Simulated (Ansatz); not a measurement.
Sn₁₂GeH₂₀, an alloyed cluster cut from the lattice of tin (1 Ge, core), 33 atoms. Hardware: 2 threads of AMD EPYC 7R13 on a shared host and a share (18 GiB) of an NVIDIA H100 80GB HBM3.

In the def2 sets Sn takes a core potential; there is no spin–orbit coupling. Single mean-field runs in def2-SVP, def2-TZVP are fitted with def2-universal-jkfit.

Task: How many basis functions does each of these Ansatz runs have, and roughly what does it cost? LC-ωPBE (ω = 0.30 bohr⁻¹)/def2-SVP, charge 0 singlet, energy, from earlier orbitals; r2SCANh-D4/def2-TZVP, charge 0 singlet, energy, from earlier orbitals; LC-ωPBE (ω = 0.20 bohr⁻¹)/def2-SVP, charge 1 doublet at the geometry of the charge 0 singlet, energy, from earlier orbitals; LC-ωPBE (ω = 0.10 bohr⁻¹)/def2-SVP, charge -1 doublet at the geometry of the charge 0 singlet, energy, from earlier orbitals; PBE-D4/def2-TZVP, charge 0 triplet at the geometry of the charge 0 singlet, energy, from earlier orbitals; PBE0-D4/def2-TZVP, charge -1 doublet at the geometry of the charge 0 singlet, energy; r2SCAN0-D4/def2-TZVP, charge 0 singlet, energy, from earlier orbitals; LC-ωPBE (ω = 0.15 bohr⁻¹)/def2-SVP, charge 1 doublet at the geometry of the charge 0 singlet, energy, from earlier orbitals; LC-ωPBE (ω = 0.15 bohr⁻¹)/def2-SVP, charge -1 doublet at the geometry of the charge 0 singlet, energy, from earlier orbitals; LC-ωPBE (ω = 0.30 bohr⁻¹)/def2-SVP, charge -1 doublet at the geometry of the charge 0 singlet, energy, from earlier orbitals; r2SCAN-D4/def2-TZVP, charge 0 singlet, energy and forces, from earlier orbitals; LC-ωPBE (ω = 0.20 bohr⁻¹)/def2-SVP, charge 0 singlet, energy, from earlier orbitals.

Result: Other jobs shared the machine, so times can vary by a factor of up to 3. A dash marks memory too small to be measured apart from the calling script's.

| run | functions | fitting or Cholesky vectors | wall time | peak host memory (GiB) |
| --- | --- | --- | --- | --- |
| LC-ωPBE (ω = 0.30 bohr⁻¹)/def2-SVP, charge 0 singlet, energy, from earlier orbitals | 444 | 3242 | 8.5 s | – |
| LC-ωPBE (ω = 0.20 bohr⁻¹)/def2-SVP, charge 0 singlet, energy, from earlier orbitals | 444 | 3242 | 9 s | – |
| r2SCANh-D4/def2-TZVP, charge 0 singlet, energy, from earlier orbitals | 768 | 3242 | 11 s | – |
| r2SCAN0-D4/def2-TZVP, charge 0 singlet, energy, from earlier orbitals | 768 | 3242 | 11 s | – |
| LC-ωPBE (ω = 0.10 bohr⁻¹)/def2-SVP, charge -1 doublet at the geometry of the charge 0 singlet, energy, from earlier orbitals | 444 | 3242 | 13 s | – |
| r2SCAN-D4/def2-TZVP, charge 0 singlet, energy and forces, from earlier orbitals | 768 | 3242 | 14 s | – |
| LC-ωPBE (ω = 0.15 bohr⁻¹)/def2-SVP, charge -1 doublet at the geometry of the charge 0 singlet, energy, from earlier orbitals | 444 | 3242 | 15 s | – |
| LC-ωPBE (ω = 0.20 bohr⁻¹)/def2-SVP, charge 1 doublet at the geometry of the charge 0 singlet, energy, from earlier orbitals | 444 | 3242 | 16 s | – |
| LC-ωPBE (ω = 0.30 bohr⁻¹)/def2-SVP, charge -1 doublet at the geometry of the charge 0 singlet, energy, from earlier orbitals | 444 | 3242 | 19 s | – |
| LC-ωPBE (ω = 0.15 bohr⁻¹)/def2-SVP, charge 1 doublet at the geometry of the charge 0 singlet, energy, from earlier orbitals | 444 | 3242 | 19 s | – |
| PBE0-D4/def2-TZVP, charge -1 doublet at the geometry of the charge 0 singlet, energy | 768 | 3242 | 24 s | 1.5 |
| PBE-D4/def2-TZVP, charge 0 triplet at the geometry of the charge 0 singlet, energy, from earlier orbitals | 768 | 3242 | 25 s | 1.4 |
